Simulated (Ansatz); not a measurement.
Strength of the Si–Si bond: Si(SiF3)F3 → 2 SiF3

Species: Si(SiF3)F3 (hexafluorodisilane), singlet; SiF3 (trifluorosilyl) `F[Si](F)F`, doublet. 

Shapes, held fixed at every level: PBE0-D4/def2-TZVP. Programs: Ansatz 0.2.0. The zero-point and thermal change to 298 K, harmonic and unscaled (PBE0-D4/def2-TZVP), is -7.4 kJ/mol.

Estimate ΔH(298 K) of this reaction.

The highest level, CCSD(T)/CBS estimate, gives ΔH(298 K) = +364.1 kJ/mol; the levels span +331.5 to +378.7. The column of differences is taken from that level and isn't an error. No measured value is set beside it here. Open shells run unrestricted unless RO is named. The CBS estimate extrapolates MP2 from def2-TZVPP and def2-QZVPP and adds CCSD(T) − MP2 in the triple-zeta set, cores frozen. Times are processor times on shared x86 and Arm servers, and rough.

```tsv
level	kind	ΔH(298 K) (kJ/mol)	less CCSD(T)/CBS estimate	CPU time (sum over the molecules)
SPW92/def2-TZVPP	LDA	+378.7	+14.6	7.6 s
r2SCAN-D4/def2-TZVPP	meta-GGA	+331.5	-32.6	27 s
B3LYP-D4/def2-TZVPP	global hybrid	+347.5	-16.6	27 s
BHLYP-D4/def2-TZVPP	global hybrid	+357.2	-6.9	18 s
B2PLYP/def2-TZVPP	double hybrid	+340.7	-23.4	30 s
MP2/def2-TZVPP	perturbation theory	+345.4	-18.7	–
CCSD(T)/CBS estimate	coupled cluster or CI	+364.1	0.0	2.9 min
```
